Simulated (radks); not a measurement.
Values are calculated unless marked as measured or tabulated.
Q: Coulomb parameter of the 4d shell of the cadmium ion Cd3+ in the model configuration [Kr] 4d7.5 5s1.5, as a second difference U = [E(n + 0.5) + E(n - 0.5) - 2 E(n)] / (0.5)^2 with all orbitals relaxed. "Bare": the charge of the atom changes with n. "Screened": the 5s shell takes up the change at fixed total charge, which measures U(4d,4d) + U(5s,5s) - 2 U(4d,5s). Level of theory: scalar-relativistic Kohn-Sham, r2SCAN, spin-unpolarised, spherical densities, finite nucleus; meta-GGA in the generalised Kohn-Sham scheme; Fermi nuclear charge, rms radius 4.6087 fm (a radial shooting solver on a logarithmic mesh with Libxc functionals). Estimate both.

A: U(bare) = 16.537 eV, U(screened by 5s) = 2.385 eV, against the Slater integral F0(4d,4d) = 21.372 eV with frozen orbitals.
